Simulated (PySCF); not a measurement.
Li⁻ (lithium, charge -1): UHF calculation

Configuration: [He] 2s2, closed-shell 1S. All numbers are calculated (PySCF 2.14, no relativity, point nucleus, in aug-cc-pCVDZ).

```json
{
  "Total energy": "-7.427825 hartree",
  "One-electron energy": "-10.1875 hartree",
  "Hartree (Coulomb) energy": "4.5880 hartree",
  "Exchange energy": "-1.8283 hartree",
  "Kinetic energy": "7.42993 hartree",
  "⟨S²⟩": "0.0000",
  "⟨L²⟩": "0.000",
  "Sum of ⟨r⟩": "12.47 bohr",
  "Sum of ⟨r²⟩": "83.31 bohr²",
  "Density at the nucleus (Gaussians lack the cusp)": "13.2 bohr⁻³",
  "Langevin diamagnetic susceptibility": "-66.0 ×10⁻⁶ cm³/mol"
}
```

```csv
shell,electrons,mean orbital energy (hartree),"rms radius, mean of both spins (bohr)"
1s,2,-2.32021,0.668
2s,2,-0.01384,6.42
```
